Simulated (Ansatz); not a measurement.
Diatomic GeAs, multiplicity 2 (lowest of 2S+1 = 2, 4 at CCSD(T)/def2-TZVPP on PBE0 minima; our sources give no spin for the ground state, which may be another). No spin–orbit coupling. Ge is treated without relativity. As is treated without relativity.

Constants: fifth-degree fit in 1/R to seven points, most abundant isotopes. Runs in def2 and cc sets follow the lowest solution found near the PBE0 minimum.

Run with Ansatz (Gaussian basis) for Hartree–Fock, density functionals and correlated methods. Each number belongs to the level named beside it.

Energies at PBE/def2-TZVPP:

```json
[
 {"R (Å)": "2.086615", "E (hartree)": "-4312.18417295"},
 {"R (Å)": "2.142707", "E (hartree)": "-4312.19130949"},
 {"R (Å)": "2.194312", "E (hartree)": "-4312.19520408"},
 {"R (Å)": "2.252647", "E (hartree)": "-4312.19710825"},
 {"R (Å)": "2.310983", "E (hartree)": "-4312.19687378"},
 {"R (Å)": "2.378293", "E (hartree)": "-4312.19452726"},
 {"R (Å)": "2.456821", "E (hartree)": "-4312.18967450"}
]
```

**Question.** With a reduced mass of 37.2090 u, find the minimum, the force constant and the constants.

**Answer.** A fifth-degree polynomial in 1/R puts the minimum at r_e = 2.2742 Å with force constant 250 N/m. Then ω_e = (1/2πc)√(k/μ) = 338 cm⁻¹ and B_e = h/(8π²cμr_e²) = 0.08760 cm⁻¹; the cubic and quartic terms give α_e = 0.00027 and ω_e x_e = 0.75 cm⁻¹.

Ansatz is a quantum-chemistry and plane-wave program.
